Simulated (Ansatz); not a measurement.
Ansatz (a program for electronic structure) input (PBE0/STO-3G):

Ansatz 0.2 input:
```yaml
crystal:
  periodic: [false, false, false]
  atoms:
    - {symbol: C, position_ang: [1.91768922, -0.30184090, -0.56436376]}
    - {symbol: B, position_ang: [0.65176371, 0.18029302, 0.21162291]}
    - {symbol: O, position_ang: [-0.59755448, -0.12441305, -0.13571362]}
    - {symbol: C, position_ang: [-1.75870713, 0.31494097, 0.57194685]}
    - {symbol: H, position_ang: [2.57417019, -0.87464317, 0.09597959]}
    - {symbol: H, position_ang: [1.66167922, -0.92177404, -1.43061669]}
    - {symbol: H, position_ang: [2.50418344, 0.55497354, -0.90644064]}
    - {symbol: H, position_ang: [-1.48126238, 0.92961177, 1.42919829]}
    - {symbol: H, position_ang: [-2.30993097, -0.56349874, 0.90677024]}
    - {symbol: H, position_ang: [-2.38111475, 0.89056950, -0.11279494]}
basis:
  gaussian:
    orbitals: STO-3G
hamiltonian:
  xc: {name: PBE0}
magnetization: {spin_polarized: true, initial_magnetization: 1}
```

Output:

```
Functional definition: PBE0
integrals: 0.01 GiB planned
363 factors; integrals over basis functions are off by at most 9.7e-5 eV
0.08 GiB of the device are held for the grids
0.06 GiB of device memory are held for the factors and their scratch space
mean field: 0.11 GiB planned
mean field evaluation 1: about -4825.8744 eV, gradient 7.4e0 eV
mean field evaluation 2: about -4826.1772 eV, gradient 5.5e0 eV
mean field evaluation 4: about -4826.3482 eV, gradient 7.9e-1 eV
mean field evaluation 8: about -4826.3136 eV, gradient 1.1e-2 eV
mean field -4826.31361735 eV, -177.3637540446 hartree, gradient 4.5e-5 eV, S^2 0.752932; 0 other end points of the search recorded, 0 dependent functions left out
reference -4826.31363561 eV, -177.3637547158 hartree; 16, 15 occupied and 10, 11 virtual orbitals, 363 factors
Total energy: -4826.31363561 eV, -177.3637547158 hartree
```

It need not be the lowest isomer of its formula.
